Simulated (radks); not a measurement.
Task: All-electron atom: H in 1s1 (the NIST ground configuration). Method: scalar-relativistic Kohn-Sham, PBE, spin-unpolarised, spherical densities, point nucleus; without spin polarisation the odd electron is poorly described; hard spherical wall at 5 bohr; computed with a radial shooting solver on a logarithmic mesh with Libxc functionals. Some entries of the table are withheld. Estimate them.

| orbital | occ. | eigenvalue (eV) | <1/r> (bohr^-1) | r(max) (bohr) |
|---|---|---|---|---|
| 1s | 1 | (1) | (2) | (3) |
| 2p | 0 | (4) | 0.4128 | (5) |
| 2s | 0 | (6) | 0.6429 | 3.337 |

Result: 
(1) 1s eigenvalue (eV): -5.9629
(2) 1s <1/r> (bohr^-1): 0.9788
(3) 1s r(max) (bohr): 1.027
(4) 2p eigenvalue (eV): 6.3902
(5) 2p r(max) (bohr): 2.766
(6) 2s eigenvalue (eV): 9.9041
